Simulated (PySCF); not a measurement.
## Bond curve of CsBi

Set-up: basis Cs def2-SVP with ECP46, Bi def2-SVP with ECP60; scalar-relativistic core potentials; PySCF 2.14. Energies in eV from Cs + Bi in their ground configurations at the same level. State: ³Σ⁻ (triplet), unpaired electrons π ↑↑.

Curves on a restricted Hartree–Fock reference rise too fast on stretching and do not dissociate correctly.

All columns are ROHF. A positive dipole means Cs(−)Bi(+).

```csv
R (Å),E (eV),μ (D),Mulliken charge on Cs (basis-dependent),HOMO (eV),LUMO (eV),Mayer bond order,⟨S²⟩
3.222,0.516,-10.37,0.61,-4.52,-0.12,0.69,2.00
3.371,0.222,-10.87,0.62,-4.52,-0.17,0.69,2.00
3.521,0.049,-11.36,0.62,-4.48,-0.21,0.68,2.00
3.634,-0.023,-11.72,0.62,-4.44,-0.24,0.68,2.00
3.746,-0.058,-12.08,0.62,-4.39,-0.27,0.68,2.00
3.858,-0.065,-12.44,0.61,-4.34,-0.30,0.68,2.00
4.008,-0.041,-12.92,0.61,-4.26,-0.34,0.68,2.00
4.196,0.025,-13.53,0.60,-4.16,-0.39,0.69,2.00
4.420,0.137,-14.27,0.58,-4.03,-0.46,0.70,2.00
4.720,0.311,-15.26,0.56,-3.87,-0.54,0.72,2.00
```

A fit through these points gives, at Re = 3.832 Å, μ = -12.35 D and dμ/dR = -3.20 D/Å; the reduced mass is 81.24 u.

Task: How strong is the fundamental in the double-harmonic approximation, I = 42.26·(dμ/dR)²/μred km/mol?

Result: I = 42.26·(-3.20)²/81.24 = 5.33 km/mol at ROHF.

Spin–orbit coupling is left out, which matters for elements this heavy, above all for dissociation energies. Hartree–Fock leaves out correlation, which carries a large part of most bond energies and some tenths to 1 eV of ionisation energies. The state is the lowest determinant that a PBE0 search found; another state may lie lower at other levels.
